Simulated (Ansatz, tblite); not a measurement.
Cost and result up the ladder for [V(H2S)(H2O)5]2+ (VSO₅H₁₂²⁺) (19 atoms). Charge 2, multiplicity 4. Geometry: r2SCAN-D4/def2-SVP.

```xyz
19

V    -0.007    0.025   -0.025
S     1.316   -1.989   -0.944
H     2.423   -2.230   -0.200
H     0.714   -3.158   -0.617
O    -1.098    1.753    0.564
H    -2.062    1.866    0.534
H    -0.724    2.608    0.831
O    -0.120   -0.598    2.007
H     0.226   -1.392    2.444
H    -0.559   -0.077    2.698
O     0.043    0.752   -2.027
H     0.455    0.330   -2.799
H    -0.350    1.580   -2.346
O    -1.891   -0.885   -0.410
H    -2.312   -0.979   -1.280
H    -2.385   -1.462    0.194
O     1.754    1.141    0.402
H     2.312    1.589   -0.253
H     2.265    1.124    1.227
```

Ansatz on 4 threads of Arm Neoverse N1 on a shared host; xTB runs through tblite on one thread. Times are rough, summed over both states, and most runs start from the orbitals of an earlier one. PBE0-D4/def2-TZVP serves as the yardstick here, not as an exact answer. The other state is a triplet, and no other spin of it was run.

The xTB rows come from tblite.

Raw xTB energies of ions are shifted by several eV, and xTB has no spin-polarisation term.

```json
{"level": "GFN2-xTB", "functions": "50", "wall time": "0.026 s", "vertical IE (eV)": "19.95", "difference from PBE0-D4/def2-TZVP (eV)": "4.00"}
{"level": "GFN1-xTB", "functions": "62", "wall time": "0.15 s", "vertical IE (eV)": "20.48", "difference from PBE0-D4/def2-TZVP (eV)": "4.53"}
{"level": "PBE-D4/def2-TZVP", "functions": "309", "wall time": "61 s", "vertical IE (eV)": "15.44", "difference from PBE0-D4/def2-TZVP (eV)": "-0.50"}
{"level": "r2SCAN-D4/def2-TZVP (with forces)", "functions": "309", "wall time": "2.4 min", "vertical IE (eV)": "15.76", "difference from PBE0-D4/def2-TZVP (eV)": "-0.18"}
{"level": "PBE0-D4/def2-TZVP", "functions": "309", "wall time": "2.5 min", "vertical IE (eV)": "15.94", "difference from PBE0-D4/def2-TZVP (eV)": "0.00"}
```
